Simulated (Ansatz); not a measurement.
The cluster La₂O₃⁻. Total charge -1; doublet. Geometry PBE0-D4/def2-SVPD.

```xyz
5

La    0.7821    0.3457   -0.8570
La   -2.5996    1.7644    1.5095
O    -1.0153    1.0889    0.4054
O     0.9547   -1.8372   -1.0456
O     1.8781   -1.3619   -0.0124
```

In the def2 sets La takes a core potential; there is no spin–orbit coupling. LC-ωPBE has ω = 0.4 bohr⁻¹. B3LYP takes the VWN-RPA correlation. The structure holds one bond between oxygen atoms, so isomers without such links may lie far lower. At PBE-D4/def2-TZVPD, r2SCAN-D4/def2-TZVPD, PBE0-D4/def2-TZVPD, LC-ωPBE/def2-TZVPD the charge -1 doublet is spin-contaminated (final ⟨S²⟩ up to 1.35, 0.75 for a pure state). At PBE-D4/def2-TZVPD, r2SCAN-D4/def2-TZVPD, B3LYP-D4/def2-TZVPD the highest occupied level of the charge -1 doublet lies above zero (up to 0.42 eV). The electron is either unbound and held by the finite basis, or the level is raised by self-interaction error. Another isomer (doublet) lies 4.84 eV lower at PBE0-D4/def2-TZVPD; other spin states weren't run for this one.

(1) Estimate the α-spin orbital energies around the gap (eV) in Ansatz with PBE-D4/def2-TZVPD, r2SCAN-D4/def2-TZVPD, B3LYP-D4/def2-TZVPD, PBE0-D4/def2-TZVPD, LC-ωPBE/def2-TZVPD.

Answers

(1) 
```
orbital  PBE-D4/def2-TZVPD  r2SCAN-D4/def2-TZVPD  B3LYP-D4/def2-TZVPD  PBE0-D4/def2-TZVPD  LC-ωPBE/def2-TZVPD
HOMO−13             -17.86                -18.53               -19.45              -19.89              -23.17
HOMO−12             -16.71                -17.33               -18.29              -18.69              -21.86
HOMO−11             -15.50                -16.21               -17.27              -17.65              -20.63
HOMO−10             -14.51                -15.41               -16.30              -16.89              -19.52
 HOMO−9              -5.90                 -5.97                -6.64               -6.97               -9.67
 HOMO−8              -4.83                 -5.01                -6.05               -6.39               -9.28
 HOMO−7              -4.49                 -4.65                -5.65               -5.97               -8.86
 HOMO−6              -4.19                 -4.36                -5.43               -5.71               -8.67
 HOMO−5              -4.18                 -4.34                -5.40               -5.68               -8.45
 HOMO−4              -3.89                 -4.04                -5.07               -5.35               -8.14
 HOMO−3              -1.71                 -1.78                -2.66               -2.94               -5.57
 HOMO−2              -0.72                 -0.77                -1.71               -1.97               -4.69
 HOMO−1              -0.49                 -0.66                -1.04               -1.17               -2.87
   HOMO               0.41                  0.42                 0.08               -0.06               -1.73
   LUMO               0.55                  0.87                 0.92                1.17                2.43
 LUMO+1               0.56                  0.88                 0.92                1.19                2.49
 LUMO+2               0.89                  0.88                 1.24                1.23                2.71
 LUMO+3               1.12                  1.43                 1.27                1.48                3.05
 LUMO+4               1.26                  1.48                 1.51                1.62                3.18
 LUMO+5               1.48                  1.59                 1.89                1.96                3.23
 β HOMO              -0.46                 -0.66                -1.02               -1.16               -2.84
 β LUMO               0.58                  0.88                 0.91                1.17                2.44
```
